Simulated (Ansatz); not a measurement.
```yaml
crystal:
  periodic: [false, false, false]
  atoms:
    - {symbol: F, position_ang: [-1.189966, -0.435782, 1.662176]}
    - {symbol: C, position_ang: [-0.221904, 0.139189, 0.777836]}
    - {symbol: B, position_ang: [1.030353, -0.458349, -0.063380]}
    - {symbol: C, position_ang: [-0.324638, 0.098547, -0.761055]}
    - {symbol: F, position_ang: [-0.627895, 1.236388, -1.575383]}
    - {symbol: H, position_ang: [0.142371, 1.167358, 1.159646]}
    - {symbol: H, position_ang: [2.164040, -0.960471, -0.125823]}
    - {symbol: H, position_ang: [-0.875658, -0.846940, -1.132606]}
basis:
  gaussian: {orbitals: aug-cc-pVDZ}
hamiltonian: {xc: {name: PBE1PBE}}
```

```sh
$ ansatz run in.yaml --threads 2 --pin off --events-out ev --progress --plain --max-ram 4352MiB
```

It prints (some lines left out):

```
Error: YAML parse error: error: line 14 column 19: hamiltonian.xc: no functional is named "PBE1PBE"; the names, which are not case-sensitive, are SVWN5, SPW92, PBE, PBE0, PBEsol, revPBE, revPBE0, RPBE, rPW86-PBE, HSE06, wPBEh, LC-wPBE, HISS, HF, BLYP, B3LYP, B3LYP5, BHLYP, CAM-B3LYP, r2SCAN, r2SCANh, r2SCAN0, r2SCAN50, m-r2SCAN, B97, wB97, wB97X, wB97X-V, B97M-V, wB97M-V, B2PLYP, B2GP-PLYP, PBE0-DH, PBE-QIDH
12 | basis:
13 |   gaussian: {orbitals: aug-cc-pVDZ}
14 | hamiltonian: {xc: {name: PBE1PBE}}
```

Q: Something in this input is off. What?

A: The method's name isn't one that the program takes here. The program refused the input.

HSE06 is defined as in plane-wave codes.
